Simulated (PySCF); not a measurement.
C₃H₁₁AsBN.
Atom-mapped SMILES: `[CH3:1][CH2:2][N:3]([CH3:4])[BH:5][AsH2:6]` (hydrogens: H7, H8, H9 on C1; H10, H11 on C2; H12, H13, H14 on C4; H15 on B5; H16, H17 on As6)

Theory: PBE0-D3(BJ)/def2-SVP geometry optimisation, gas phase (PySCF).

(1) What internal coordinates does the optimisation give?

Answers

(1) 
```csv
bond,length (pm),order
C1–C2,152.1,single
C2–N3,145.5,single
N3–C4,144.8,single
N3–B5,139.4,single
B5–As6,203.9,single
"C1–H7, C1–H8, C1–H9",110.1,single
"C2–H10, C2–H11",110.2,single
"C4–H12, C4–H13, C4–H14",110.1,single
B5–H15,121.1,single
"As6–H16, As6–H17",152.2,single
```

Bonds in one row agree within 1 pm and their mean is given. Orders are formal, as drawn. A selection of angles:
```csv
angle,degrees
C2–C1–H7,110.6
H7–C1–H8,108.1
C1–C2–N3,113.4
C1–C2–H10,109.7
N3–C2–H10,108.6
H10–C2–H11,106.2
C2–N3–C4,114.0
C2–N3–B5,124.2
C4–N3–B5,121.8
N3–C4–H12,109.9
N3–C4–H13,111.5
H12–C4–H13,108.2
H12–C4–H14,108.6
N3–B5–As6,124.7
N3–B5–H15,118.3
As6–B5–H15,116.6
B5–As6–H16,98.9
B5–As6–H17,94.9
H16–As6–H17,93.9
```

Torsions: C1–C2–N3–C4 -84° (synclinal); C2–N3–B5–As6 -5° (synperiplanar). The mirror-image conformer, all signs reversed, is as good.

N3 (boron-bound nitrogen) is planar (angles 124.2°, 121.8° and 114.0°, sum 360.0°, 0.02 Å off the plane of its three neighbours). B5 (three-coordinate boron) is planar (angles 124.7°, 118.3° and 116.6°, sum 359.6°, 0.05 Å off the plane of its three neighbours). As6 (arsenic bonded to B and 2 H) is pyramidal (angles 98.9°, 94.9° and 93.9°, sum 287.7°, 0.85 Å off the plane of its three neighbours). Of the pairs four or more bonds apart, H10···H16 is among the closest relative to their van der Waals radii: 2.21 Å, 92 % of the sum of Bondi's values.

Point group: C1 (no symmetry element, even within 0.4 Å). No frequency check. One conformer, not necessarily the lowest (C1–C2–N3–C4 -84°, C2–N3–B5–As6 -5°, N3–B5–As6–H 47° and 142°).
